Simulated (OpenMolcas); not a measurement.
# Tc4+: input and output

Tc4+ among 6 point charges of -1 e arranged as a tetragonal octahedron (D4h), 1.92 Å from the ion, with the axial distance 1.843 Å. With inversion symmetry the input lists one of each pair of outer charges.

Input:

```
&GATEWAY
Coord
1

Tc 0.0 0.0 0.0
Basis=ANO-RCC-VDZP
Group=XYZ
NoMove
AngMom=0.0 0.0 0.0
AMFI
XField
3 Angstrom 0
1.920000 0.000000 0.000000 -1.000000
0.000000 1.920000 0.000000 -1.000000
0.000000 0.000000 1.843200 -1.000000
&SEWARD
* reference wave functions (RASSCF and RASSI steps not shown): 3 electrons in 5 orbitals (4d)
>>> COPY JOB001 $Project.JobIph
&CASPT2
Multistate=10 1 2 3 4 5 6 7 8 9 10
NoMult
Frozen=8 6
IPEA=0.25
Imaginary=0.1
MaxIter=60
WThr=0.0 0.3 0.05
PrWF=0.5
NoMix
>>> COPY JOB002 $Project.JobIph
&CASPT2
Multistate=40 1 2 3 4 5 6 7 8 9 10 11 12 13 14 15 16 17 18 19 20 21 22
23 24 25 26 27 28 29 30 31 32 33 34 35 36 37 38 39 40
NoMult
Frozen=8 6
IPEA=0.25
Imaginary=0.1
MaxIter=60
WThr=0.0 0.3 0.05
PrWF=0.5
NoMix
```

Launched by
```bash
OMP_NUM_THREADS=1 MOLCAS_MEM=1689 MOLCAS_PROJECT=a pymolcas a.inp > a.log  # once for each step of the input, in one work folder
```

Output, cut to the results:

```
--- CASPT2 ---
Orbital specifications:
      -----------------------

      Symmetry species                           1   2
                                                ag  au
      Frozen orbitals                            8   6
      Inactive orbitals                          1   3
      Active orbitals                            5   0
      Secondary orbitals                         7  13
      Deleted orbitals                           0   0
      Number of basis functions                 21  22
Type of calculation                        SS-CASPT2
      Fock operator                              state-specific
      IPEA shift                                 0.25
      Real shift                                 0.00
      Imaginary shift                            0.10
      The input orbitals will be transformed to quasi-canonical
Reference energy:       -4285.9013139006
      E2 (Non-variational):      -0.1873886754
      Shift correction:          -0.0000918859
      E2 (Variational):          -0.1874805614
      Total energy:           -4286.0887944619
      Residual norm:              0.0000000244
      Reference weight:           0.96132
      Contributions to the CASPT2 correlation energy
      Active & Virtual Only:         -0.0128079461
      One Inactive Excited:          -0.0859482404
      Two Inactive Excited:          -0.0886324890
Reference energy:       -4285.8753239177
      E2 (Non-variational):      -0.1870322025
      Shift correction:          -0.0000912272
      E2 (Variational):          -0.1871234297
      Total energy:           -4286.0624473474
      Residual norm:              0.0000000288
      Reference weight:           0.96142
      Contributions to the CASPT2 correlation energy
      Active & Virtual Only:         -0.0126193919
      One Inactive Excited:          -0.0860159536
      Two Inactive Excited:          -0.0883968570
::    CASPT2 Root  1     Total energy:  -4286.08879446
::    CASPT2 Root  2     Total energy:  -4286.06244735
::    CASPT2 Root  3     Total energy:  -4286.06070412
::    CASPT2 Root  4     Total energy:  -4286.06070413
::    CASPT2 Root  5     Total energy:  -4286.04462174
::    CASPT2 Root  6     Total energy:  -4286.04462174
::    CASPT2 Root  7     Total energy:  -4286.04261010
::    CASPT2 Root  8     Total energy:  -4286.00383049
::    CASPT2 Root  9     Total energy:  -4286.00383048
::    CASPT2 Root 10     Total energy:  -4285.99921725
--- CASPT2 ---
Orbital specifications:
      -----------------------

      Symmetry species                           1   2
                                                ag  au
      Frozen orbitals                            8   6
      Inactive orbitals                          1   3
      Active orbitals                            5   0
      Secondary orbitals                         7  13
      Deleted orbitals                           0   0
      Number of basis functions                 21  22
Type of calculation                        SS-CASPT2
      Fock operator                              state-specific
      IPEA shift                                 0.25
      Real shift                                 0.00
      Imaginary shift                            0.10
      The input orbitals will be transformed to quasi-canonical
Reference energy:       -4285.8258997336
      E2 (Non-variational):      -0.1947376159
      Shift correction:          -0.0001071630
      E2 (Variational):          -0.1948447789
      Total energy:           -4286.0207445125
      Residual norm:              0.0000007600
      Reference weight:           0.95868
      Contributions to the CASPT2 correlation energy
      Active & Virtual Only:         -0.0154143435
      One Inactive Excited:          -0.0890897125
      Two Inactive Excited:          -0.0902335599
Reference energy:       -4285.8252974732
      E2 (Non-variational):      -0.1951652351
      Shift correction:          -0.0001081546
      E2 (Variational):          -0.1952733897
      Total energy:           -4286.0205708629
      Residual norm:              0.0000007634
      Reference weight:           0.95849
      Contributions to the CASPT2 correlation energy
      Active & Virtual Only:         -0.0153821295
      One Inactive Excited:          -0.0896005095
      Two Inactive Excited:          -0.0901825961
::    CASPT2 Root  1     Total energy:  -4286.02074451
::    CASPT2 Root  2     Total energy:  -4286.02057086
::    CASPT2 Root  3     Total energy:  -4286.01718930
::    CASPT2 Root  4     Total energy:  -4286.01718929
::    CASPT2 Root  5     Total energy:  -4286.01733193
::    CASPT2 Root  6     Total energy:  -4286.00396827
::    CASPT2 Root  7     Total energy:  -4286.00178169
::    CASPT2 Root  8     Total energy:  -4286.00207629
::    CASPT2 Root  9     Total energy:  -4286.00207629
::    CASPT2 Root 10     Total energy:  -4285.99077425
::    CASPT2 Root 11     Total energy:  -4285.99077426
::    CASPT2 Root 12     Total energy:  -4285.98945626
::    CASPT2 Root 13     Total energy:  -4285.98809324
::    CASPT2 Root 14     Total energy:  -4285.98442447
::    CASPT2 Root 15     Total energy:  -4285.98442446
::    CASPT2 Root 16     Total energy:  -4285.98208046
::    CASPT2 Root 17     Total energy:  -4285.98082998
::    CASPT2 Root 18     Total energy:  -4285.97444100
::    CASPT2 Root 19     Total energy:  -4285.97444100
::    CASPT2 Root 20     Total energy:  -4285.96814914
::    CASPT2 Root 21     Total energy:  -4285.95896944
::    CASPT2 Root 22     Total energy:  -4285.95886854
::    CASPT2 Root 23     Total energy:  -4285.95886854
::    CASPT2 Root 24     Total energy:  -4285.95639254
::    CASPT2 Root 25     Total energy:  -4285.95639255
::    CASPT2 Root 26     Total energy:  -4285.95154216
::    CASPT2 Root 27     Total energy:  -4285.93761803
::    CASPT2 Root 28     Total energy:  -4285.93501774
::    CASPT2 Root 29     Total energy:  -4285.93096603
...
```

Spin-orbit levels above the lowest (labels of D4, the rotations of D4h), with the averaged single-state CASPT2 energies on the diagonal:

| E (cm-1) | Degeneracy | Label | 2S+1 | g |
| --- | --- | --- | --- | --- |
| 0 | 2 | E1/2 | 4 | 0.05 0.05 4.46 |
| 17 | 2 | E3/2 | 4 | 1.42 3.05 3.05 |
| 5600 | 2 | E3/2 | 4 | 2.12 2.12 2.25 |
| 5770 | 2 | E1/2 | 4 | 0.11 1.54 1.54 |
| 6170 | 2 | E1/2 | 4 | 0.56 0.56 2.80 |
| 6200 | 2 | E3/2 | 4 | 2.29 2.29 2.51 |
| 6550 | 2 | E3/2 | 4 | 0.42 2.55 2.55 |
| 6630 | 2 | E1/2 | 4 | 1.27 3.40 3.40 |
| 9370 | 2 | E3/2 | 4 | 2.05 2.05 3.27 |
| 9750 | 2 | E3/2 | 4 | 1.64 2.43 2.43 |
| 10110 | 2 | E1/2 | 4 | 1.24 1.24 4.08 |
| 10760 | 2 | E1/2 | 4 | 0.70 0.70 6.10 |
| 10800 | 2 | E3/2 | 4 | 0.76 0.76 4.73 |
| 11280 | 2 | E1/2 | 4 | 4.20 4.67 4.67 |
| 15100 | 2 | E3/2 | 2 | 1.10 1.53 1.53 |
| 15140 | 2 | E1/2 | 2 | 0.30 0.30 3.05 |
| 15830 | 2 | E1/2 | 2 | 1.04 1.04 2.59 |
| 16100 | 2 | E1/2 | 2 | 1.11 1.11 1.37 |
| 16110 | 2 | E3/2 | 2 | 2.36 2.36 3.09 |
| 18190 | 2 | E1/2 | 4 (81 %) | 1.73 1.73 4.28 |

Free-ion shares, where given, are those of the reference states; single-state CASPT2 does not remix them. This is an electrostatic model: the charges have no orbitals. No measured value stands beside these numbers.

The CASPT2 steps took 3.5 s on 1 thread of Arm Neoverse V1, on a shared host; the integral step is not counted.
